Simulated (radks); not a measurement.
Q: Ba I, 56 electrons, occupied as [Xe] 6s1 6p1 (not the ground configuration). Method: Dirac Kohn-Sham, PBEsol, spin-unpolarised, spherical densities, finite nucleus; open shells fill j = l - 1/2 first; Fermi nuclear charge, rms radius 4.8378 fm; computed with a radial shooting solver on a logarithmic mesh with Libxc functionals. Some entries of the table are withheld. Estimate them.

orbital,occ.,eigenvalue (hartree),<r> (bohr),<r^2> (bohr^2)
1s1/2,2,-1367.428,0.02559,0.0008890
2s1/2,2,-216.1013,(1),0.01416
2p1/2,2,(2),0.09195,0.01041
2p3/2,4,(3),0.09795,0.01169
3s1/2,2,-45.64008,0.2918,0.09743
3p1/2,2,(4),0.2817,0.09220
3p3/2,4,(5),0.2936,0.09995
3d3/2,4,-28.45504,0.2645,(6)
3d5/2,6,-27.87730,0.2682,(7)
4s1/2,2,-8.97997,0.6741,0.5130
4p1/2,2,-7.07107,(8),0.5530
4p3/2,4,-6.50476,(9),0.5970
4d3/2,4,-3.38566,0.7950,0.7347
4d5/2,6,-3.28945,0.8050,0.7532
5s1/2,2,-1.27572,1.637,3.012
5p1/2,2,-0.77966,1.857,3.910
5p3/2,4,-0.70250,1.941,4.275
6s1/2,1,-0.13830,4.711,25.06
6p1/2,1,-0.06577,6.037,41.27
6p3/2,0,-0.06036,6.272,44.51

A: 
(1) 2s1/2 <r> (bohr): 0.1093
(2) 2p1/2 eigenvalue (hartree): -203.5993
(3) 2p3/2 eigenvalue (hartree): -189.5811
(4) 3p1/2 eigenvalue (hartree): -40.38898
(5) 3p3/2 eigenvalue (hartree): -37.67987
(6) 3d3/2 <r^2> (bohr^2): 0.08266
(7) 3d5/2 <r^2> (bohr^2): 0.08487
(8) 4p1/2 <r> (bohr): 0.6970
(9) 4p3/2 <r> (bohr): 0.7244
